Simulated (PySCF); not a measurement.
Harmonic spectrum computed at PBE0 in the def2-SVP basis family (core potentials from Rb on, PySCF, no spin–orbit coupling):

```json
{"symmetry": "e", "ω (cm⁻¹)": "257", "IR (km/mol, summed over degenerate members)": "0.0"}
{"symmetry": "t2", "ω (cm⁻¹)": "381", "IR (km/mol, summed over degenerate members)": "155"}
{"symmetry": "a1", "ω (cm⁻¹)": "787", "IR (km/mol, summed over degenerate members)": "0.0"}
{"symmetry": "t2", "ω (cm⁻¹)": "1045", "IR (km/mol, summed over degenerate members)": "662"}
```

**Question.** Which molecule gave it? In each, all ligands are bound to the one heavy central atom.
A. RuF₄ (quintet)
B. SiF₄ (singlet)
C. GeF₄ (singlet)
D. RhF₄ (quartet)

**Answer.** B. It has Td symmetry with Si–F 1.586 Å (×4).
